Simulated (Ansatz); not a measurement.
Geometry optimisation, RKS r2SCAN-D4/def2-SVP (Ansatz 0.2.0).

Input file:

```yaml
crystal:
  periodic: [false, false, false]
  atoms:
    - { symbol: F, position_ang: [-1.6289, -0.0544, 0.5534] }
    - { symbol: C, position_ang: [-0.3465, -0.2204, 0.5629] }
    - { symbol: Cl, position_ang: [0.3211, -0.9597, 1.9411] }
    - { symbol: C, position_ang: [0.4965, 0.1559, -0.4744] }
    - { symbol: I, position_ang: [2.5398, -0.15302, -0.30829] }
    - { symbol: H, position_ang: [0.15414, 0.61365, -1.30769] }
basis:
  gaussian: { orbitals: def2-SVP }
hamiltonian:
  xc: r2scan
  dispersion: d4
relax:
  f_tol: 0.015
  max_steps: 40
```

Command:

```bash
$ ansatz run input.yaml --threads 2 --pin off --max-ram 3072MiB --backend cpu --events-out ev --progress --plain --runs-dir out
```

Q: Where does it end, and by what steps?

A: The forces met the threshold. After 6 steps the energy has fallen by 0.351 eV; Cl3 moved furthest, 0.18 Å.

```json
{"step": "0", "energy less start (eV)": "0.0000", "largest force component (eV/Å)": "4.671", "accepted": "yes"}
{"step": "1", "energy less start (eV)": "-0.2978", "largest force component (eV/Å)": "1.760", "accepted": "yes"}
{"step": "2", "energy less start (eV)": "-0.3450", "largest force component (eV/Å)": "0.493", "accepted": "yes"}
{"step": "3", "energy less start (eV)": "-0.3483", "largest force component (eV/Å)": "0.287", "accepted": "yes"}
{"step": "4", "energy less start (eV)": "-0.3510", "largest force component (eV/Å)": "0.136", "accepted": "yes"}
{"step": "5", "energy less start (eV)": "-0.3514", "largest force component (eV/Å)": "0.036", "accepted": "yes"}
{"step": "6", "energy less start (eV)": "-0.3514", "largest force component (eV/Å)": "0.003", "accepted": "yes"}
```

```xyz
6
Properties=species:S:1:pos:R:3
F -1.588 -0.035 0.494
C -0.279 -0.237 0.579
Cl 0.178 -0.992 2.047
C 0.534 0.138 -0.417
I 2.596 -0.104 -0.437
H 0.095 0.612 -1.298
```

Whether the end is a true minimum wasn't checked by a vibrational analysis.

Time of the run: 21 s on 2 threads of Intel(R) Xeon(R) Platinum 8488C (Sapphire Rapids) (shared host), peak memory 0.19 GiB.
